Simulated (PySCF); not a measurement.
Si(Cl)(Me), SMILES C[Si]Cl, PBE0/def2-SVP optimised geometry. Atoms within 1.6 Å of the plane z = 0.0 Å (x, y, z in Å): Si1 (-1.00, -0.53, 0.00), Cl2 (-1.30, 1.56, 0.00), C3 (0.89, -0.53, 0.00), H4 (1.30, -1.56, -0.01), H5 (1.28, 0.00, 0.89), H6 (1.28, 0.02, -0.88).

Method: PySCF with PBE0/def2-TZVP. Cells within 0.4 Å of a nucleus heavier than hydrogen are left out (blank, or x).

Map of the electron localisation function on the plane z = 0.0 Å:

```
|00000000000000000000000000000|
|00000000000000000000000000000|
|00000000111110000000000000000|
|00000112334432100000000000000|
|00001245666665310000000000000|
|00013567788877531000000000000|
|00024688888888741000000000000|
|00136789601798751000000000000|
|001468980xx188740000000000000|
|001368880xx188620000000000000|
|00025788400587300000000000000|
|00012467877874100111100000000|
|00000135788752112343321000000|
|00000013564333444565431000000|
|00000234301104875466532000000|
|0001367712xx23982xx5542000000|
|0025799915xx5299xxx4532000000|
|0047999951xx14984x37642100000|
|00589999930015777899974100000|
|00489999998654457999997300000|
|00289999999852137999998400000|
|00159999999841017999998400000|
|00016999999730005999998300000|
|00002689998510002799984000000|
|00000136765200000367630000000|
|00000001121000000001000000000|
|00000000000000000000000000000|
|00000000000000000000000000000|
|00000000000000000000000000000|
```
Scale: ten equal steps from 0.000 (start of '0') to 1.000 (end of '9'), in the order '0123456789'; x runs from -4.00 to 4.00, y from -4.00 (bottom) to 4.00 (top).
